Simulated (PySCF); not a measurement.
CHAlF4O, SMILES [OH][Al]([F])[C](F)(F)F. Atoms are numbered in the order given.

```xyz
8

Al    -0.0209     0.2474     0.9785
C      0.0054    -0.2209    -0.9699
F     -0.5222     0.7374    -1.7483
F     -0.6828    -1.3492    -1.2226
F      1.2623    -0.4280    -1.4077
F     -0.5483     1.7466     1.4449
O      0.5097    -0.9196     2.0608
H      0.5815    -0.8954     3.0152
```

Geometry optimised at PBE0-D3(BJ)/def2-SVP. The structure was generated by enumeration; whether it is a known compound was not checked. The values are those of a single conformer.

Two levels are set side by side: PBE/pcSseg-1 (PySCF) and HF/pcSseg-1 (PySCF). GIAO shifts against CFCl3 (¹⁹F), H2O (¹⁷O), TMS (¹H), TMS (¹³C) at the same level; non-relativistic, no solvent, atoms listed together averaged. Differences are taken from unrounded values.

| quantity | HF |
|---|---|
| δ(¹³C) of C2 (ppm) | 119.0 |
| δ(¹⁹F) of F6 (ppm) | -145.7 |
| δ(¹⁷O) of O7 (ppm) | 6.6 |
| δ(¹H) of H8 (ppm) | 2.76 |

Task: What does PBE give, and how far is it from HF? (The exact figures need the calculation; the answer reports its results.)

Result: 
```json
[
 {"quantity": "δ(¹³C) of C2 (ppm)", "PBE": "141.0", "PBE minus HF": "22.0"},
 {"quantity": "δ(¹⁹F) of F6 (ppm)", "PBE": "-189.7", "PBE minus HF": "-43.9"},
 {"quantity": "δ(¹⁷O) of O7 (ppm)", "PBE": "34.7", "PBE minus HF": "28.2"},
 {"quantity": "δ(¹H) of H8 (ppm)", "PBE": "2.34", "PBE minus HF": "-0.42"}
]
```

Rough cost on one machine, each run with all the roots and properties that it gave: HF against PBE within a factor of 2.
